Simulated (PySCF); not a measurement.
AlGe2H7. Atoms are numbered in the order given.

```xyz
10

Al     0.9037    -0.1783    -0.4559
Ge    -0.3763    -2.0596     0.5081
H      0.1954    -3.4563     0.2027
H     -0.4404    -1.9344     2.0452
H     -1.8419    -2.0562     0.0294
Ge     0.0177     2.1265    -0.3302
H      0.0154     2.8227    -1.7063
H     -1.4184     2.2158     0.2179
H      0.8940     3.0062     0.5860
H      2.3217    -0.4206    -1.1416
```
Charge 0, spin multiplicity 1.

Geometry: r2SCAN-D4/def2-SVP. The structure was generated by enumeration; whether it is a known compound was not checked.

Level of theory: TDA-LC-ωPBE/def2-SVPD in PySCF.

Vertical excitations. Gas-phase values at a fixed geometry.

Computed lowest excited states:
| state | energy (eV) | λ (nm) | f | main pairs |
|---|---|---|---|---|
| S1 | 4.08 | 304 | 0.000 | HOMO→LUMO 97 % |
| S2 | 4.82 | 257 | 0.006 | HOMO−1→LUMO 95 % |
| S3 | 6.67 | 186 | 0.398 | HOMO→LUMO+1 44 %, HOMO→LUMO+4 20 %, HOMO→LUMO+2 13 % |
| S4 | 6.84 | 181 | 0.161 | HOMO→LUMO+4 43 %, HOMO→LUMO+1 36 % |
| S5 | 7.29 | 170 | 0.133 | HOMO→LUMO+3 41 %, HOMO→LUMO+2 28 % |
| S6 | 7.38 | 168 | 0.005 | HOMO−2→LUMO 83 % |
| S7 | 7.45 | 167 | 0.020 | HOMO−3→LUMO 42 %, HOMO→LUMO+2 13 %, HOMO→LUMO+4 9 %, HOMO−1→LUMO+1 7 % |
| S8 | 7.49 | 165 | 0.011 | HOMO−5→LUMO 42 %, HOMO−1→LUMO+1 13 %, HOMO→LUMO+5 11 %, HOMO−4→LUMO 8 % |
| S9 | 7.53 | 165 | 0.020 | HOMO−5→LUMO 43 %, HOMO−1→LUMO+1 14 %, HOMO−4→LUMO 10 % |
| S10 | 7.68 | 162 | 0.019 | HOMO→LUMO+5 57 %, HOMO→LUMO+6 10 % |
| T1 | 3.42 | 363 | 0 | HOMO→LUMO 95 % |
| T2 | 4.12 | 301 | 0 | HOMO−1→LUMO 92 % |
| T3 | 5.63 | 220 | 0 | HOMO→LUMO+1 35 %, HOMO→LUMO+2 20 %, HOMO→LUMO+4 15 %, HOMO→LUMO+3 12 % |
| T4 | 6.09 | 203 | 0 | HOMO→LUMO+4 24 %, HOMO→LUMO+3 13 %, HOMO→LUMO+1 12 %, HOMO→LUMO+2 11 % |
Triplets are in the Tamm–Dancoff approximation.
